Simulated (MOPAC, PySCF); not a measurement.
C₂H₆BN, SMILES `C=NBC`, neutral singlet in the gas phase. 

Cartesian coordinates (Å):
```xyz
10

C      2.0544     0.3713    -0.3112
N      0.9395    -0.0912    -0.0166
B     -0.2828    -0.5954     0.3046
C     -1.6229     0.0712    -0.1925
H      2.5517     1.1163     0.3164
H      2.5894     0.0526    -1.2103
H     -0.2894    -1.5779     0.9890
H     -2.2435     0.3503     0.6645
H     -2.2106    -0.6508    -0.7677
H     -1.4699     0.9581    -0.8088
```
Charge 0, spin multiplicity 1.

All levels are single points at this geometry (B3LYP-D3(BJ)/def2-TZVP); Pople sets use spherical d functions. Orbital energies aren't observables, and empty levels follow the basis.

```
level                            HOMO (eV)  LUMO (eV)  gap (eV)  dipole (D)  vertical IE, Delta-SCF (eV)
-------------------------------  ---------  ---------  --------  ----------  ---------------------------
B3LYP-D3(BJ)/def2-TZVP in PySCF      -7.38      -1.02      6.35        1.67                         9.80
HF/3-21G in PySCF                   -10.64       4.03     14.67        1.90                            –
HF/6-31G* in PySCF                  -10.66       4.03     14.68        1.82                            –
HF/STO-3G in PySCF                   -9.06       7.52     16.58        1.33                            –
PM6 in MOPAC                         -9.75       0.74     10.49        1.49                            –
PM7 in MOPAC                         -9.92       0.23     10.16        2.00                            –
```
